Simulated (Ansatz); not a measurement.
Reaction (SMILES): [C-]#[N+][CH2] → [C-]#[N+][CH2-] (an electron is taken up)
Structures are relaxed separately at B3LYP-D3(BJ)/def2-TZVP in Ansatz (a first-principles code).

Quantity: adiabatic electron affinity (electronic energy difference), positive where the reaction releases energy, in eV. Valence correlation only, unless marked. Open shells are spin-unrestricted. No spin-orbit coupling. No relativistic terms. Anions need diffuse functions: aug- sets have them; def2-D sets add few; the other sets have none. CBS(X,Y): correlation extrapolated as X^-3; Hartree-Fock from the larger set. [CCSD(T)-MP2]/basis is that difference in the basis named.

RI-MP2/CBS(aug-cc-pVTZ,aug-cc-pVQZ)+[CCSD(T)-MP2]/aug-cc-pVTZ (Ansatz) gives 1.16 eV.

**Question.** Another calculation gave 0.79 eV. Which level was it?
A. revPBE/def2-TZVPD (Ansatz)
B. r2SCAN/def2-TZVPD (Ansatz)
C. SVWN5/def2-TZVPD (Ansatz)
D. r2SCAN0/def2-TZVPD (Ansatz)

**Answer.** D, r2SCAN0/def2-TZVPD (Ansatz). The others give 0.90 (r2SCAN), 1.37 (SVWN5), 1.03 (revPBE) eV.
